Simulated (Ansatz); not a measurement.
Start from `C=C=C(F)N[SiH3]` and change one atom or group to get `C=C=C(F)CN`.

Ansatz, PBE0-D4/def2-TZVP geometries, multiplicity 1. Each molecule was computed in one conformer, which needn't be the lowest.

```csv
property,`C=C=C(F)N[SiH3]`
LUMO energy (PBE0/def2-TZVPP) / eV,-0.51
HOMO–LUMO gap (B3LYP/def2-TZVPP) / eV,5.50
HOMO–LUMO gap (PBE/def2-TZVPP) / eV,3.73
size of the dipole moment (ωB97M-V/def2-TZVPP) / D,1.42
HOMO energy (ωB97M-V/def2-TZVPP) / eV,-8.61
HOMO–LUMO gap (PBE0/def2-TZVPP) / eV,5.91
```

Task: What does the change do to each property? (An estimate is asked.)

Result: The calculation gave: 
```json
{"property": "LUMO energy (PBE0/def2-TZVPP) / eV", "`C=C=C(F)CN`": "-0.34", "shift": "0.17"}
{"property": "HOMO–LUMO gap (B3LYP/def2-TZVPP) / eV", "`C=C=C(F)CN`": "6.37", "shift": "0.87"}
{"property": "HOMO–LUMO gap (PBE/def2-TZVPP) / eV", "`C=C=C(F)CN`": "4.27", "shift": "0.54"}
{"property": "size of the dipole moment (ωB97M-V/def2-TZVPP) / D", "`C=C=C(F)CN`": "2.86", "shift": "1.44"}
{"property": "HOMO energy (ωB97M-V/def2-TZVPP) / eV", "`C=C=C(F)CN`": "-9.42", "shift": "-0.81"}
{"property": "HOMO–LUMO gap (PBE0/def2-TZVPP) / eV", "`C=C=C(F)CN`": "6.85", "shift": "0.94"}
```

With PBE0 the HOMO falls by 0.77 eV and the LUMO rises by 0.17 eV, so the gap widens by about 0.94 eV. PBE moves the HOMO by -0.41 eV and ωB97M-V by -0.81 eV. Dipoles are sizes alone; their direction can turn.

B3LYP here is the variant with VWN-RPA as its local correlation; programs differ in this.
